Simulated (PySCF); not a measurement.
Al(All)(F)(OH) (C3H6AlFO), SMILES C=C[CH2][Al]([OH])[F].

Geometry optimised at PBE0-D3(BJ)/def2-SVP. The structure was generated by enumeration; whether it is a known compound was not checked. One conformer was computed; it need not be the lowest.

Two levels are set side by side: TDA-PBE/def2-SVPD (PySCF) and TDA-B3LYP/def2-SVPD (PySCF). Vertical, same geometry. The lowest singlet is HOMO→LUMO 60 %, HOMO→LUMO+1 38 % with PBE and HOMO→LUMO 83 %, HOMO→LUMO+1 15 % with the other functional; states are paired by order. Differences are taken from unrounded values.

```tsv
quantity	TDA-B3LYP
lowest singlet excitation (eV)	5.24
lowest triplet excitation (TDA) (eV)	3.88
first bright state (f over 0.05) (eV)	5.24
its oscillator strength	0.06
```

What does TDA-PBE give, and how far is it from TDA-B3LYP? (Estimate from the structure and the level; the computed values follow.)


```csv
quantity,TDA-PBE,TDA-PBE minus TDA-B3LYP
lowest singlet excitation (eV),4.83,-0.41
lowest triplet excitation (TDA) (eV),3.81,-0.07
first bright state (f over 0.05) (eV),5.97,0.73
its oscillator strength,0.22,0.16
```

A lower first singlet is the usual sign of a functional without exact exchange. Differences between two approximate levels are no errors against the true value.

Rough cost on one machine, each run with all the roots and properties that it gave: TDA-B3LYP against TDA-PBE about 3 times.
